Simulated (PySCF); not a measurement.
# C₆ coefficients of unlike pairs at M06-L

Calculated with PySCF 2.14 from the dipole response of each species, C₆(A,B) = (3/π) ∫ α_A(iu) α_B(iu) du, in atomic units, from isotropic polarisabilities. For ions this is the dispersion term alone; charge-induced terms of lower order in 1/R come first.

| species | configuration | basis | relativity | α (bohr³) | C₆ (like pair) |
| --- | --- | --- | --- | --- | --- |
| N³⁺ | [He] 2s2 (1S) | aug-cc-pwCVDZ (5s4p2d) | none | 2.018 | 2.005 |
| B²⁺ | [He] 2s1 (2S) | aug-cc-pwCVQZ (9s8p6d4f2g) | none | 10.74 | 17.26 |
| Mn | [Ar] 3d5 4s2 (6S) | aug-cc-pwCVTZ-DK (10s9p7d4f3g) | spin-free X2C | 66.57 | 629.1 |

(1) Estimate C₆ for Mn with B²⁺.

No spin-orbit coupling is included.

The other pairs:

| pair | C₆ |
| --- | --- |
| B²⁺, N³⁺ | 5.075 |
| Mn, N³⁺ | 30.84 |

Results:

(1) The integral gives 104.1. The combination rule 2 C_A C_B / (C_A α_B/α_A + C_B α_A/α_B) gives 104.2 and the geometric mean 104.2.
